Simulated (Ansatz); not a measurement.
Species: sum formula H$_{5}$SiO$_{4}$, charge 1, multiplicity 1. It need not be the lowest isomer of its formula. 
Geometry from a B3LYP-D3(BJ)/def2-TZVP (Ansatz, a program for electronic structure) optimisation:
```xyz
10

Si    -0.1243     0.0027     0.1566
O      1.0128    -0.0974    -1.2573
O     -1.4405    -0.0827    -0.7430
O      0.2994    -1.2319     1.0682
O      0.2417     1.4114     0.8048
H      1.9739     0.0167    -1.1748
H     -2.2588     0.3986    -0.5847
H     -0.0482    -2.1270     0.9973
H      0.4754     1.5384     1.7305
H      0.6920     0.1410    -2.1436
```
Charge +1, spin multiplicity 1.

Parts of the frozen-core correlation energy in cc-pVTZ (Ansatz, hartree). Frozen orbitals: 9; correlated occupied orbitals by spin: 16 and 16; virtual: 199 and 199. Spin-orbit coupling is left out. No relativistic terms.

```csv
term,value
reference (HF),-591.39641
MP2 opposite-spin,-0.79933
MP2 same-spin,-0.27337
CCSD correlation,-1.08600
(T),-0.03661
T1 diagnostic,0.010
largest doubles amplitude,0.015
```
